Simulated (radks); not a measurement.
Spin polarisation of the 3s1 shell in Mg+. Start: [Ne] 3s(up 0.5, down 0.5); electrons of 3s are moved from spin down to spin up, other shells keep equal spins. Method: scalar-relativistic Kohn-Sham, LDA (Slater exchange, Perdew-Wang correlation), spin-polarised, spherical densities, point nucleus; computed with a radial shooting solver on a logarithmic mesh with Libxc functionals.

moment (Bohr magnetons)	E - E(0) (eV)	e(3s up) (eV)	e(3s down) (eV)	2p down minus up (eV)	2s down minus up (eV)	1s down minus up (eV)
0	0.000	-11.521	-11.521	0.000	0.000	0.000
0.25	-0.020	-11.669	-11.351	0.038	0.033	0.024
0.5	-0.080	-11.799	-11.151	0.077	0.066	0.047
0.75	-0.182	-11.908	-10.917	0.116	0.099	0.070
1	-0.330	-12.000	-10.527	0.155	0.132	0.093

At moment 1 the spin-polarisation energy is -0.330 eV and the 3s exchange splitting 1.474 eV, that is 1.474 eV per Bohr magneton; E = -I m^2/4 would give I = 1.321 eV.
